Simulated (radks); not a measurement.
Species: the tellurium ion Te2+. Configuration: [Kr] 4d10 5s2 5p2 (the NIST ground configuration).

All-electron calculation, Dirac Kohn-Sham, B86b exchange with PBE correlation, spin-unpolarised, spherical densities, finite nucleus; open shells are shared between the two j in proportion to 2j + 1; Fermi nuclear charge, rms radius 4.7423 fm. Program: a radial shooting solver on a logarithmic mesh with Libxc functionals.

Energy parts (eV):
total: -184937.388
kinetic: 195573.878
electron-nucleus: -448267.384
Hartree: 72551.939
exchange-correlation: -4795.821

Orbitals (lengths in bohr, moments of r in powers of bohr):
| orbital | occ. | eigenvalue (eV) | <r^2> | small-component weight |
|---|---|---|---|---|
| 1s1/2 | 2 | -31627.90 | 0.001048 | 3.66e-02 |
| 2s1/2 | 2 | -4865.157 | 0.01688 | 7.80e-03 |
| 2p1/2 | 2 | -4559.593 | 0.01250 | 7.83e-03 |
| 2p3/2 | 4 | -4285.041 | 0.01379 | 7.45e-03 |
| 3s1/2 | 2 | -983.9226 | 0.1185 | 2.29e-03 |
| 3p1/2 | 2 | -858.2576 | 0.1133 | 2.24e-03 |
| 3p3/2 | 4 | -807.0856 | 0.1215 | 2.13e-03 |
| 3d3/2 | 4 | -585.4165 | 0.1029 | 2.01e-03 |
| 3d5/2 | 6 | -574.7171 | 0.1053 | 1.98e-03 |
| 4s1/2 | 2 | -183.7097 | 0.6607 | 6.43e-04 |
| 4p1/2 | 2 | -140.5149 | 0.7323 | 5.81e-04 |
| 4p3/2 | 4 | -130.7975 | 0.7852 | 5.49e-04 |
| 4d3/2 | 4 | -61.8562 | 1.084 | 4.07e-04 |
| 4d5/2 | 6 | -60.3822 | 1.111 | 3.99e-04 |
| 5s1/2 | 2 | -32.7271 | 4.389 | 1.13e-04 |
| 5p1/2 | 0.666667 | -23.0676 | 5.907 | 8.43e-05 |
| 5p3/2 | 1.33333 | -21.9963 | 6.327 | 7.91e-05 |

The highest occupied level is 5p3/2 at -21.996 eV. The electron density at the nucleus is 2.281e+05 e/bohr^3. Summed over all electrons, <r^2> = 40.19 bohr^2, which gives a Langevin (diamagnetic) susceptibility term of -31.8 x 10^-6 cm^3/mol.
